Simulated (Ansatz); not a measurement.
```xyz
10

C     0.452    0.014   -1.467
C     0.088    0.165   -0.034
N     0.342    1.175    0.699
In   -0.893   -0.871    1.589
H    -0.447   -0.148   -2.068
H     1.083   -0.870   -1.603
H     0.983    0.895   -1.846
H     0.845    1.940    0.229
H    -2.558   -0.524    1.845
H     0.105   -1.777    2.656
```

Charge 0, multiplicity 1. In takes the def2 core potential.

Problem. List the ωB97M-V/def2-TZVPP orbital energies in eV (the Gaussian-basis code of Ansatz). (Best estimate.)

Solution. The calculation gave: Occupied: -394.55, -282.62, -281.62, -130.84, -87.31, -87.00, -86.99, -28.18, -23.79, -23.66, -23.57, -23.53, -23.51, -23.18, -18.48, -15.63, -14.95, -14.64, -13.66, -11.57, -11.31, -10.07, -8.82. Lowest empty: 0.28, 1.63, 2.03, 2.14, 2.59, 2.82, 3.38, 3.66.
